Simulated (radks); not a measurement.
Numerical settings for the krypton ion Kr23+, [Ne] 3s2 3p1. Method: Dirac Kohn-Sham, LDA (Slater exchange, Perdew-Wang correlation), spin-unpolarised, spherical densities, finite nucleus; open shells are shared between the two j in proportion to 2j + 1; Fermi nuclear charge, rms radius 4.1884 fm; computed with a radial shooting solver on a logarithmic mesh with Libxc functionals. The defaults (mesh step 0.008 in ln r, mesh end at 40 bohr or more with all orbitals vanishing there, Anderson mixing 0.5 over 9 steps, residual threshold near 1e-9 with the energy settled to 1e-9 hartree or 1e-11 of itself, here a cap of 79 iterations) give E = -2448.0970 hartree and 3p3/2 at -1012.4 eV in 13 iterations. Run on one thread of a shared host, so times are rough (Arm Neoverse V2): 0.05 s of CPU time, 0.05 s wall, 13 iterations on 2189 mesh points. One setting is changed at a time: mesh step in ln r 0.05; mesh step in ln r 0.12; mesh step in ln r 0.2; mesh end (bohr) 8; mesh end (bohr) 5; residual threshold 1e-05; residual threshold 1e-16; mixing 1.5; linear mixing, mixing 0.2; linear mixing, mixing 0.05; mixing history 2; iteration cap 2. Which runs fail to converge, and which converge to a wrong energy?

Answer. Not converged within the cap: mesh step in ln r 0.12; mesh step in ln r 0.2; residual threshold 1e-16; linear mixing, mixing 0.2; linear mixing, mixing 0.05; iteration cap 2. No run marked as converged misses the energy by more than 1 mhartree.
